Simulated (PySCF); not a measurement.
Compound: AlH₈NOSi.
SMILES: `[NH3+][AlH2-][O][SiH3]`

Torsions of this conformer, `[NH3+:1][AlH2-:2][O:3][SiH3:4]`: N1–Al2–O3–Si4 -172°.

The closed-shell ground state was solved at several levels (PySCF, density fitting, gas phase, non-relativistic). One conformer (not necessarily the lowest) at the PBE0-D3(BJ)/def2-SVP geometry, without solvent, vibrations or thermal averaging.

```csv
level,basis functions,HOMO (eV),LUMO (eV),gap (eV),dipole (D)
PBE0/6-31G*,80,-7.10,0.37,7.47,5.70
PBE/pcSseg-2,270,-6.01,-1.36,4.65,5.47
PBE0/cc-pVDZ,104,-7.15,0.26,7.41,5.60
PBE/def2-SVPD,155,-5.99,-1.26,4.73,5.43
PBE0/def2-TZVP,184,-7.29,-0.29,7.00,5.55
wB97X-D/def2-SVPD,155,-9.18,1.11,10.29,5.47
KT2/pcSseg-2,270,-6.08,-1.36,4.72,5.38
HF/pcSseg-2,270,-10.52,1.73,12.25,5.54
B3LYP/pcSseg-2,270,-7.12,-0.92,6.20,5.47
PBE0/cc-pVTZ,240,-7.28,-0.18,7.10,5.54
```

Q: What might CAM-B3LYP/pcSseg-2 (270 basis functions) give for the same quantities?

A: HOMO -8.71 eV, LUMO 0.12 eV, gap 8.83 eV, dipole 5.48 D.

Q: Over all these levels, which gives the widest orbital gap and which the narrowest?

A: HF/pcSseg-2 (Hartree–Fock, all exact exchange) has the widest, 12.25 eV, and PBE/pcSseg-2 (GGA) the narrowest, 4.65 eV. The two share the basis. From the narrowest to the widest the HOMO moves by -4.51 eV and the LUMO by +3.09 eV.

Q: How much does the basis alone move the frontier levels among the 4 PBE0 rows?

A: The HOMO by 0.19 eV and the LUMO by 0.66 eV. By rising basis size (HOMO, LUMO in eV): 6-31G* -7.10, 0.37; cc-pVDZ -7.15, 0.26; def2-TZVP -7.29, -0.29; cc-pVTZ -7.28, -0.18.

Q: In the pcSseg-2 basis, how does the gap go with the fixed share of exact exchange?

A: PBE (0 %) 4.65 eV; KT2 (0 %) 4.72 eV; B3LYP (20 %) 6.20 eV; HF (100 %) 12.25 eV. Each rise in the share widens the gap here.

Q: How far do the dipole and the HOMO energy spread over the levels?

A: The dipole runs from 5.38 to 5.70 D (mean 5.51 D) and the HOMO from -10.52 to -5.99 eV.
